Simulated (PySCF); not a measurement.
Geometries of 3 isomers of C2H8AlOSb, from PBE0-D3(BJ)/def2-SVP geometry optimisation, gas phase, def2 core potentials past Kr (PySCF 2.14.0). One conformer each, no zero-point energy, no frequencies.

Task: Which isomer lies lowest at this level?
A.
```xyz
13
angstrom
O     -0.194    1.475   -1.118
C     -1.252    1.126   -0.618
C     -1.593   -0.250   -0.261
Al    -0.388   -0.815    1.270
Sb     1.926   -0.101   -0.149
H     -2.004    1.911   -0.352
H     -1.308   -0.956   -1.059
H     -2.653   -0.375    0.002
H     -0.284    0.172    2.519
H     -0.204   -2.391    1.437
H      3.418   -0.795    0.326
H      2.484    1.491   -0.222
H      2.057   -0.512   -1.785
```
B.
```xyz
13
angstrom
C      1.509    1.229    0.429
C      1.038    0.390   -0.742
O      0.720   -0.908   -0.343
Al    -0.685   -1.812   -0.020
Sb    -3.040   -0.700   -0.502
H      0.704    1.353    1.170
H      1.825    2.229    0.094
H      2.361    0.744    0.929
H      1.833    0.341   -1.508
H      0.171    0.886   -1.225
H     -0.445   -3.288    0.501
H     -2.428    0.760    0.166
H     -3.558   -1.241    1.044
```
C.
```xyz
13
angstrom
C     -2.309    0.413   -0.951
O     -1.118   -0.188   -0.571
Al    -0.129   -0.257    0.814
C      1.612   -1.081    0.635
Sb     2.880    0.667    0.237
H     -2.886    0.814   -0.095
H     -2.958   -0.310   -1.477
H     -2.127    1.253   -1.646
H     -0.639    0.381    2.177
H      1.735   -1.764   -0.219
H      2.013   -1.555    1.543
H      1.702    1.771    0.880
H      2.230    0.904   -1.336
```

Result: B. That is `CC[O][AlH][SbH2]`, 14.2 kcal/mol below the next.

| SMILES | atoms numbered as above | E (Eh) | relative (kcal/mol) | relative (kJ/mol) | dipole (D) |
| --- | --- | --- | --- | --- | --- |
| CC[O][AlH][SbH2] | [CH3:1][CH2:2][O:3][AlH:4][SbH2:5] | -638.49429 | 0.0 | 0.0 | 0.80 |
| C[O][AlH][CH2][SbH2] | [CH3:1][O:2][AlH:3][CH2:4][SbH2:5] | -638.47168 | 14.2 | 59.4 | 0.50 |
| O=C[CH2][AlH2-][SbH3+] | [O:1]=[CH:2][CH2:3][AlH2-:4][SbH3+:5] | -638.41826 | 47.7 | 199.6 | 0.95 |
